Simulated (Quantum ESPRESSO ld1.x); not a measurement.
Task: Coherent X-ray form factor from a spherical all-electron density. Calculated with ld1.x of Quantum ESPRESSO 7.5: scalar-relativistic Kohn-Sham, LDA (Slater exchange, VWN5 correlation), spin-polarised, spherical densities, point nucleus.

| sin(theta)/lambda (1/angstrom) | f0 (electrons) |
|---|---|
| 0.05 | 39.440 |
| 0.1 | 37.896 |
| 0.15 | 35.702 |
| 0.2 | 33.228 |
| 0.25 | 30.760 |
| 0.3 | 28.471 |
| 0.4 | 24.661 |
| 0.5 | 21.797 |
| 0.6 | 19.570 |
| 0.8 | 15.996 |
| 1 | 12.942 |
| 1.25 | 9.892 |
| 1.5 | 7.835 |
| 2 | 5.806 |

The species is in the configuration that NIST lists as its ground one. Which atom or ion scatters so?

Result: The molybdenum ion Mo2+, [Kr] 4d4. Extrapolating in s^2 from the first two rows gives f0(0) = 40.0, near the electron count 40; among species with that count, the fall with angle is slower the higher Z, and the table is that of Z = 42; from so few rows the species is fixed only to a neighbour or two.
